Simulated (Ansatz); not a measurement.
Calculated with Ansatz (gas phase, PBE0-D4/def2-TZVP geometries, no zero-point term in ΔE). CBS: MP2 limit from def2 TZ/QZ plus the TZ coupled-cluster correction, frozen cores. This one scheme is used for every species. DFT in def2-TZVPP. B3LYP here is the variant with VWN-RPA as its local correlation; programs differ in this. Elements past krypton have def2 core potentials. For In outer-core shells are correlated without core-valence functions, which leaves a few kJ/mol of doubt a bond. Each species was taken in one conformer, which may not be the lowest.

Reaction (formal hydrolysis of the In–C bond): `[CH3][In]([SH])[Cl]` + H₂O → `[OH][In]([SH])[Cl]` + CH₄

```
             level  ΔE (kcal/mol)  difference from CCSD(T)/CBS
          B3LYP-D4           -9.4                         -1.1
           ωB97M-V           -8.5                         -0.2
              PBE0           -7.8                          0.5
             B3LYP          -10.1                         -1.8
     HF/def2-TZVPP          -10.6                         -2.3
    MP2/def2-TZVPP           -7.5                          0.8
SCS-MP2/def2-TZVPP           -8.8                         -0.5
    MP2/def2-QZVPP           -7.7                          0.6
      HF/CBS(def2)          -10.7                         -2.4
     MP2/CBS(def2)           -7.8                          0.5
       CCSD(T)/CBS           -8.3                            0
```

Largest T1 diagnostic among the species: 0.015.

In def2-TZVPP, CCSD(T) changes the Hartree–Fock value by +2.6 kcal/mol (the triples alone add −0.1 kcal/mol) and MP2 by +3.1 kcal/mol. From PBE to PBE0 (25 % exact exchange), in def2-TZVPP and without D4, ΔE moves by +1.2 kcal/mol.
